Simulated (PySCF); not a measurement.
1,1-difluorobuta-1,3-diene (C₄H₄F₂), SMILES C(=C(F)F)C=C.

Geometry optimised at PBE0-D3(BJ)/def2-SVP. Other conformers were not sampled.

These are B3LYP/def2-TZVP (PySCF) values and carry that method's errors.

Symmetry labels are those of the subgroup Cs that the program uses (full group Cs).

Computed valence orbital energies around the gap with their symmetry:
```csv
orbital,symmetry,energy (eV)
HOMO−7,A',-12.75
HOMO−6,A",-12.72
HOMO−5,A',-12.54
HOMO−4,A',-11.83
HOMO−3,A',-11.42
HOMO−2,A',-10.11
HOMO−1,A",-9.15
HOMO,A",-6.52
LUMO,A",-0.99
LUMO+1,A",1.48
LUMO+2,A',1.53
LUMO+3,A',1.68
```
